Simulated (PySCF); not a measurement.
## Correlation energy of Gd (gadolinium, neutral)

Starting occupation: [Xe] 4f7 5d1 6s2, 4f5/2 with m_j = -5/2, -3/2, -1/2, +1/2, +3/2, +5/2, 4f7/2 with m_j = +7/2, 5d3/2 with m_j = -3/2. Computed with PySCF 2.14 in x2c-TZVPPall-2c (11s11p10d4f2g, 140 functions), with X2C-1e with screened-nucleus spin-orbit coupling, Gaussian nucleus. Frozen: [Ar] 3d10; 36 electrons correlated; the 18 highest virtual spinors left out.

MP2 pair energies summed by pair of shells (mhartree):

| pair | energy | share (%) |
| --- | --- | --- |
| 4d-4f | -256.47 | 18.7 |
| 4d-4d | -170.44 | 12.5 |
| 4f-5p | -141.29 | 10.3 |
| 4f-4f | -121.10 | 8.8 |
| 5p-5p | -111.25 | 8.1 |
| 4d-5p | -101.53 | 7.4 |
| 4d-4p | -96.14 | 7.0 |
| 4f-4p | -49.46 | 3.6 |
| 5p-5s | -33.62 | 2.5 |
| 5p-6s | -32.69 | 2.4 |
| 4d-5s | -31.71 | 2.3 |
| 4f-5s | -30.01 | 2.2 |
| 5d-5p | -27.49 | 2.0 |
| 4p-4p | -23.44 | 1.7 |
| 4d-4s | -22.16 | 1.6 |
| 4p-5p | -14.98 | 1.1 |
| 6s-6s | -14.14 | 1.0 |
| 4p-4s | -12.53 | 0.9 |
| 4f-4s | -12.16 | 0.9 |
| 4f-5d | -10.83 | 0.8 |
| 4f-6s | -10.48 | 0.8 |
| 5d-6s | -8.67 | 0.6 |
| 4p-5s | -7.90 | 0.6 |
| 5s-5s | -5.84 | 0.4 |
| 4d-5d | -5.39 | 0.4 |
| 4d-6s | -4.70 | 0.3 |
| 5d-5s | -3.33 | 0.2 |
| 4s-5p | -2.46 | 0.2 |
| 4s-4s | -1.95 | 0.1 |
| 5s-6s | -1.91 | 0.1 |

Total MP2 correlation energy: -1368.8 mhartree.

The GHF reference relaxed away from the jj start to a determinant that is no pure jj level (⟨S²⟩ = 20.39, ⟨J²⟩ = 9.47); the energies belong to that determinant.

This basis was not built for core-valence correlation, so the inner-shell part is incomplete.
